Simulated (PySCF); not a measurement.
PySCF input (MN15/def2-TZVPD):

```python
from pyscf import gto, scf, dft

mol = gto.M(
    atom='''
    Si    0.02140107    1.02022011    0.84664514
    H    -0.40794717    1.93007904   -0.32552620
    Si    0.00549076   -0.85528764   -0.60906971
    H     0.94334175   -0.85267924   -1.79613590
    H    -1.29793525   -1.23844494   -1.27462855
    H     0.38605502   -2.14800945    0.07023460
    ''',
    basis='def2-tzvpd',
    charge=-1,
    spin=1,
    verbose=4,
)

mf = dft.UKS(mol, xc='mn15').density_fit(auxbasis='def2-universal-jkfit')
mf.grids.level = 4
mf.conv_tol = 1e-9
mf.max_cycle = 100
mf.max_memory = 1500
mf.kernel()
if not mf.converged:
    mf = mf.newton()
    mf.kernel(mf.make_rdm1())
for _ in range(2):
    mo, _, stable, _ = mf.stability(return_status=True)
    if stable:
        break
    mf.kernel(mf.make_rdm1(mo, mf.mo_occ))
mf.analyze()
```

Output:

```
PySCF version 2.14.0

[INPUT] verbose = 4
[INPUT] num. atoms = 6
[INPUT] num. electrons = 33
[INPUT] charge = -1
[INPUT] spin (= nelec alpha-beta = 2S) = 1
[INPUT] symmetry False subgroup None
[INPUT] Mole.unit = angstrom
[INPUT] Symbol           X                Y                Z      unit          X                Y                Z       unit  Magmom
[INPUT]  1 Si     0.021401070000   1.020220110000   0.846645140000 AA    0.040442161073   1.927936594674   1.599927439294 Bohr   0.0
[INPUT]  2 H     -0.407947170000   1.930079040000  -0.325526200000 AA   -0.770908424591   3.647320784363  -0.615155364370 Bohr   0.0
[INPUT]  3 Si     0.005490760000  -0.855287640000  -0.609069710000 AA    0.010376032616  -1.616259397326  -1.150974942668 Bohr   0.0
[INPUT]  4 H      0.943341750000  -0.852679240000  -1.796135900000 AA    1.782657549368  -1.611330235702  -3.394204933499 Bohr   0.0
[INPUT]  5 H     -1.297935250000  -1.238444940000  -1.274628550000 AA   -2.452742149919  -2.340321756953  -2.408698870051 Bohr   0.0
[INPUT]  6 H      0.386055020000  -2.148009450000   0.070234600000 AA    0.729538256813  -4.059149573478   0.132724158468 Bohr   0.0

nuclear repulsion = 73.5742530852303
number of shells = 50
number of NR pGTOs = 182
number of NR cGTOs = 122
basis = def2-tzvpd
ecp = {}

******** <class 'pyscf.df.df_jk.DFUKS'> ********
method = DFUKS
initial guess = minao
damping factor = 0
level_shift factor = 0
DIIS = <class 'pyscf.scf.diis.CDIIS'>
diis_start_cycle = 1
diis_space = 8
diis_damp = 0
SCF conv_tol = 1e-09
SCF conv_tol_grad = None
SCF max_cycles = 100
direct_scf = False
number electrons alpha = 17  beta = 16
XC library pyscf.dft.libxc version 7.1.2
    S. Lehtola, C. Steigemann, M. J. T. Oliveira, and M. A. L. Marques,  SoftwareX 7, 1–5 (2018)
XC functionals = mn15
    H. S. Yu, X. He, S. L. Li, and D. G. Truhlar,  Chem. Sci. 7, 5032–5051 (2016)
    H. S. Yu, X. He, S. L. Li, and D. G. Truhlar,  Chem. Sci. 7, 5032–5051 (2016)
radial grids:
    Treutler-Ahlrichs [JCP 102, 346 (1995); DOI:10.1063/1.469408] (M4) radial grids

becke partition: Becke, JCP 88, 2547 (1988); DOI:10.1063/1.454033
pruning grids: <function nwchem_prune>
grids dens level: 4
symmetrized grids: False
atomic radii adjust function: <function treutler_atomic_radii_adjust>
small_rho_cutoff = 0
Set gradient conv threshold to 3.16228e-05
tot grids = 120672
******** <class 'pyscf.df.df.DF'> ********
auxbasis = def2-universal-jkfit
init E= -580.764449343257
  alpha nocc = 17  HOMO = -0.136805306128547  LUMO = -0.0012531205515991
  beta  nocc = 16  HOMO = -0.223510114728409  LUMO = -0.136805306128545

[...]
  beta  nocc = 16  HOMO = -0.0535037615940563  LUMO = 0.12236426914834
  HOMO = -0.00825913122501  LUMO = 0.122364269148  gap/eV = 3.55444
Extra cycle  E= -581.151557050752  delta_E= -5.62e-11  |g|= 3.97e-06  |ddm|= 2.74e-05
converged SCF energy = -581.151557050752  <S^2> = 0.75593733  2S+1 = 2.0059285
uhf_internal: lowest eigs of H = [0.14240247 0.20564734 0.21533943]
<class 'pyscf.df.df_jk.DFUKS'> wavefunction is stable in the internal stability analysis
**** SCF Summaries ****
Total Energy =                        -581.151557050752444
Nuclear Repulsion Energy =              73.574253085230254
One-electron Energy =                 -957.708371283604833
Two-electron Energy =                  302.982561147622164
Two-electron Coulomb Energy =          346.187140856303472
DFT Exchange-Correlation Energy =      -43.204579708681280
HOMO-LUMO gap [eV] =                     3.554443770804298
**** MO energy ****
                             alpha | beta                alpha | beta
MO #1   energy= -65.065345621214   | -65.065474950005   occ= 1 | 1
MO #2   energy= -65.0356201916789  | -65.0332955704401  occ= 1 | 1
MO #3   energy= -4.96214031959104  | -4.96243472173471  occ= 1 | 1
MO #4   energy= -4.93024676912675  | -4.92872258561186  occ= 1 | 1
MO #5   energy= -3.48476000409797  | -3.48491550095037  occ= 1 | 1
MO #6   energy= -3.48471075511386  | -3.48480041345856  occ= 1 | 1
MO #7   energy= -3.4816525742304   | -3.48223968758993  occ= 1 | 1
MO #8   energy= -3.45547124149759  | -3.45074791029069  occ= 1 | 1
MO #9   energy= -3.45153022597998  | -3.44980877233404  occ= 1 | 1
MO #10  energy= -3.44851692236754  | -3.44792086969309  occ= 1 | 1
MO #11  energy= -0.39537260943704  | -0.390312982152395 occ= 1 | 1
MO #12  energy= -0.30133544308463  | -0.282909464745835 occ= 1 | 1
MO #13  energy= -0.201717100754606 | -0.200498871155262 occ= 1 | 1
MO #14  energy= -0.200370824237445 | -0.196226249654497 occ= 1 | 1
MO #15  energy= -0.129358037905844 | -0.121815066395259 occ= 1 | 1
MO #16  energy= -0.066488801858041 | -0.0535037615940563 occ= 1 | 1
MO #17  energy= -0.00825913122501198 | 0.12236426914834   occ= 1 | 0
MO #18  energy= 0.167836178398793  | 0.169925262154672  occ= 0 | 0
MO #19  energy= 0.177340656289072  | 0.183687300823905  occ= 0 | 0
MO #20  energy= 0.209077360319174  | 0.212771737220345  occ= 0 | 0
MO #21  energy= 0.210380797727815  | 0.218644291120493  occ= 0 | 0
MO #22  energy= 0.219981594124822  | 0.221953772847574  occ= 0 | 0
MO #23  energy= 0.23934182000665   | 0.240395932046382  occ= 0 | 0
MO #24  energy= 0.247425103512068  | 0.250506751188198  occ= 0 | 0
MO #25  energy= 0.248773618596284  | 0.25403732520762   occ= 0 | 0
MO #26  energy= 0.257623503327446  | 0.265112795357506  occ= 0 | 0
MO #27  energy= 0.25998464689448   | 0.26528768957517   occ= 0 | 0
MO #28  energy= 0.26838255301915   | 0.280086885745041  occ= 0 | 0
MO #29  energy= 0.287579876786933  | 0.292448883864843  occ= 0 | 0
MO #30  energy= 0.288119640667471  | 0.301134634419789  occ= 0 | 0
MO #31  energy= 0.299334379117434  | 0.306417129937237  occ= 0 | 0
MO #32  energy= 0.30184759676469   | 0.322982663981394  occ= 0 | 0
MO #33  energy= 0.350936079160091  | 0.350386040541663  occ= 0 | 0
MO #34  energy= 0.357001116980393  | 0.363278521518325  occ= 0 | 0
MO #35  energy= 0.364810202335157  | 0.366206473690272  occ= 0 | 0
MO #36  energy= 0.368260838632651  | 0.376444997282845  occ= 0 | 0
MO #37  energy= 0.409183726019369  | 0.413548267415956  occ= 0 | 0
MO #38  energy= 0.41402595096721   | 0.415074920443941  occ= 0 | 0
MO #39  energy= 0.415732244885968  | 0.417634412414144  occ= 0 | 0
MO #40  energy= 0.431902468016215  | 0.435988090875091  occ= 0 | 0
MO #41  energy= 0.434077072531728  | 0.437483447817658  occ= 0 | 0
MO #42  energy= 0.450693667060925  | 0.450839694783596  occ= 0 | 0
MO #43  energy= 0.45589654875279   | 0.46093137148317   occ= 0 | 0
MO #44  energy= 0.470837212782119  | 0.476565617121227  occ= 0 | 0
MO #45  energy= 0.483303936787335  | 0.486401833379661  occ= 0 | 0
MO #46  energy= 0.492238542868751  | 0.505247476255002  occ= 0 | 0
MO #47  energy= 0.504049066573584  | 0.527396954187859  occ= 0 | 0
MO #48  energy= 0.532721015523164  | 0.548643000737252  occ= 0 | 0
MO #49  energy= 0.546697934353219  | 0.564095145457101  occ= 0 | 0
MO #50  energy= 0.548291521207028  | 0.572212691775241  occ= 0 | 0
MO #51  energy= 0.563956627054507  | 0.577167284669424  occ= 0 | 0
MO #52  energy= 0.570353352489709  | 0.583962313678742  occ= 0 | 0
MO #53  energy= 0.580125926348898  | 0.596752529006208  occ= 0 | 0
MO #54  energy= 0.608113542867519  | 0.606752690864902  occ= 0 | 0
MO #55  energy= 0.613476413313802  | 0.612102566445599  occ= 0 | 0
MO #56  energy= 0.614707607612596  | 0.613996442204004  occ= 0 | 0
MO #57  energy= 0.644947030271766  | 0.656522418106396  occ= 0 | 0
MO #58  energy= 0.656531439074058  | 0.664298303143458  occ= 0 | 0
MO #59  energy= 0.664054794490758  | 0.671517821810884  occ= 0 | 0
MO #60  energy= 0.69039396300789   | 0.700824020946273  occ= 0 | 0
MO #61  energy= 0.69885602109589   | 0.711873876749115  occ= 0 | 0
MO #62  energy= 0.712449902431132  | 0.715210331929467  occ= 0 | 0
MO #63  energy= 0.751623485848944  | 0.750980628219034  occ= 0 | 0
MO #64  energy= 0.800317407934202  | 0.805073797079421  occ= 0 | 0
MO #65  energy= 0.849584575973944  | 0.854446971172822  occ= 0 | 0
MO #66  energy= 0.876347439136966  | 0.884644504131357  occ= 0 | 0
MO #67  energy= 0.888414345893963  | 0.895705652385359  occ= 0 | 0
MO #68  energy= 0.912355275241522  | 0.913542449054383  occ= 0 | 0
MO #69  energy= 1.12043641554625   | 1.13491823196071   occ= 0 | 0
MO #70  energy= 1.13659020368303   | 1.14286085262264   occ= 0 | 0
MO #71  energy= 1.14230045099152   | 1.15269257537173   occ= 0 | 0
MO #72  energy= 1.1708768028982    | 1.18510189988336   occ= 0 | 0
MO #73  energy= 1.18113080926695   | 1.21956199283269   occ= 0 | 0
MO #74  energy= 1.19858675394608   | 1.23086763464738   occ= 0 | 0
MO #75  energy= 1.20519484886517   | 1.2557882337212    occ= 0 | 0
MO #76  energy= 1.24629440357923   | 1.26404553660224   occ= 0 | 0
MO #77  energy= 1.24832149027225   | 1.27437138785725   occ= 0 | 0
MO #78  energy= 1.2521756801437    | 1.29490477894257   occ= 0 | 0
MO #79  energy= 1.28312685959341   | 1.32015687269988   occ= 0 | 0
MO #80  energy= 1.30786330706078   | 1.32098967674649   occ= 0 | 0
MO #81  energy= 1.31183046266533   | 1.33448619369369   occ= 0 | 0
MO #82  energy= 1.31537769169469   | 1.34078464463155   occ= 0 | 0
MO #83  energy= 1.34170109590743   | 1.34305963066488   occ= 0 | 0
MO #84  energy= 1.34189645031058   | 1.36806497718611   occ= 0 | 0
MO #85  energy= 1.37658761767221   | 1.38320549772567   occ= 0 | 0
MO #86  energy= 1.38570870584994   | 1.39828558532995   occ= 0 | 0
MO #87  energy= 1.39269607042315   | 1.42981049348868   occ= 0 | 0
MO #88  energy= 1.40918400624722   | 1.44987145871008   occ= 0 | 0
MO #89  energy= 1.43069340527465   | 1.50413654325099   occ= 0 | 0
MO #90  energy= 1.4549080117672    | 1.5504417475187    occ= 0 | 0
MO #91  energy= 1.56473902246044   | 1.55473576671995   occ= 0 | 0
MO #92  energy= 1.65356883843407   | 1.64329808081002   occ= 0 | 0
MO #93  energy= 1.68467264913105   | 1.68258377711923   occ= 0 | 0
MO #94  energy= 1.68973919577538   | 1.68741618351033   occ= 0 | 0
MO #95  energy= 1.70139116457865   | 1.74179447725041   occ= 0 | 0
MO #96  energy= 1.75058894671314   | 1.77954167300581   occ= 0 | 0
MO #97  energy= 1.82777063599644   | 1.80530388489909   occ= 0 | 0
MO #98  energy= 2.02806224905151   | 2.03754141134263   occ= 0 | 0
MO #99  energy= 2.04537010332933   | 2.03810477295006   occ= 0 | 0
MO #100 energy= 2.07047488778655   | 2.06794707519094   occ= 0 | 0
MO #101 energy= 2.07066989216835   | 2.07514056477321   occ= 0 | 0
MO #102 energy= 2.08971041717927   | 2.09794197632084   occ= 0 | 0
MO #103 energy= 2.12923393511421   | 2.12158242733776   occ= 0 | 0
MO #104 energy= 2.14613571094323   | 2.1326497798527    occ= 0 | 0
[...]
```
